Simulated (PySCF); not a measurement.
Geometry:
```csv
atom,x (Å),y (Å),z (Å)
N1,-3.310,1.303,-0.185
C2,-2.354,0.678,0.366
C3,-1.026,0.304,-0.215
C4,0.161,0.462,0.758
Si5,1.623,-0.537,0.093
N6,0.723,-1.791,-0.725
Si7,-0.992,-1.508,-0.828
H8,-3.048,1.579,-1.140
H9,-2.516,0.327,1.403
H10,-0.852,0.913,-1.122
H11,-0.107,0.038,1.743
H12,0.404,1.524,0.931
H13,2.489,0.264,-0.831
H14,2.506,-1.068,1.177
H15,1.162,-2.619,-1.111
H16,-1.809,-2.400,0.055
H17,-1.535,-1.627,-2.217
```

Geometry: PBE0-D3(BJ)/def2-SVP; GIAO shifts from PySCF, gas phase, non-relativistic, averaged over equivalent atoms.

At CAM-B3LYP/pcSseg-1 (183 basis functions, 26 s wall time on 1 thread of an Arm Neoverse V2, shared host):
| atoms | δ (ppm) |
| --- | --- |
| N1 | 360.2 |
| N6 | 10.2 |
| C2 | 185.4 |
| C3 | 38.8 |
| C4 | 10.8 |
| Si5 | -19.8 |
| Si7 | -22.5 |
| H8 | 9.63 |
| H9 | 7.45 |
| H14 | 4.86 |
| H13 | 4.76 |
| H17 | 4.66 |
| H16 | 4.55 |
| H10 | 1.64 |
| H12 | 1.11 |
| H11 | 1.11 |
| H15 | -0.27 |

References, each an isolated molecule treated in the same way: 15N (σ = 267.29 ppm) against NH3; 13C (σ = 182.45 ppm) and 29Si (σ = 343.41 ppm) and 1H (σ = 31.33 ppm) vs TMS.

Question: What do these become at PBE0/pcSseg-1?

Answer: 
```json
{"atoms": "N1", "δ at PBE0/pcSseg-1": "352.9", "change": "-7.3"}
{"atoms": "N6", "δ at PBE0/pcSseg-1": "8.8", "change": "-1.4"}
{"atoms": "C2", "δ at PBE0/pcSseg-1": "181.1", "change": "-4.3"}
{"atoms": "C3", "δ at PBE0/pcSseg-1": "39.1", "change": "+0.3"}
{"atoms": "C4", "δ at PBE0/pcSseg-1": "11.1", "change": "+0.3"}
{"atoms": "Si5", "δ at PBE0/pcSseg-1": "-16.8", "change": "+3.0"}
{"atoms": "Si7", "δ at PBE0/pcSseg-1": "-20.5", "change": "+2.0"}
{"atoms": "H8", "δ at PBE0/pcSseg-1": "9.71", "change": "+0.08"}
{"atoms": "H9", "δ at PBE0/pcSseg-1": "7.53", "change": "+0.08"}
{"atoms": "H14", "δ at PBE0/pcSseg-1": "5.00", "change": "+0.14"}
{"atoms": "H13", "δ at PBE0/pcSseg-1": "4.90", "change": "+0.14"}
{"atoms": "H17", "δ at PBE0/pcSseg-1": "4.81", "change": "+0.15"}
{"atoms": "H16", "δ at PBE0/pcSseg-1": "4.69", "change": "+0.14"}
{"atoms": "H10", "δ at PBE0/pcSseg-1": "1.80", "change": "+0.16"}
{"atoms": "H12", "δ at PBE0/pcSseg-1": "1.19", "change": "+0.08"}
{"atoms": "H11", "δ at PBE0/pcSseg-1": "1.21", "change": "+0.10"}
{"atoms": "H15", "δ at PBE0/pcSseg-1": "-0.23", "change": "+0.04"}
```

Scale: 15N (265.67 ppm) against NH3; TMS for 13C (184.41 ppm) and 29Si (351.99 ppm) and 1H (31.27 ppm) (reference shieldings calculated alike).

The largest change is at N1 (imine nitrogen). Cost: 183 basis functions, 20 s wall time on 1 thread of an Arm Neoverse V2, shared host. The order of the carbon signals is the same at both levels.

Experimental scales use liquid or dissolved standards, which lie at an offset from isolated NH3 (liquid NH3: subtract about 20 ppm). Unscaled 15N shifts of sp2 nitrogen come out 20 to 40 ppm too high even then.
